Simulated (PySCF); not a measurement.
Computed with PBE-D3(BJ)/def2-TZVP // CAM-B3LYP-D3(BJ)/def2-TZVP in PySCF. Gas-phase values, no solvent. 

Reference species (SMILES): `B` (neutral, multiplicity 1).

```yaml
HOMO–LUMO gap: 5.44 eV
HOMO: -8.48 eV
```

Changed species: `CB(C)C` (3 of 3 H replaced by CH3; the reference has 0 of 3 H replaced by CH3).

Question: What does the change do to the HOMO–LUMO gap and HOMO?

Answer: the HOMO–LUMO gap rises by 0.52 eV, to 5.96 eV; the HOMO rises by 1.38 eV, to -7.10 eV.
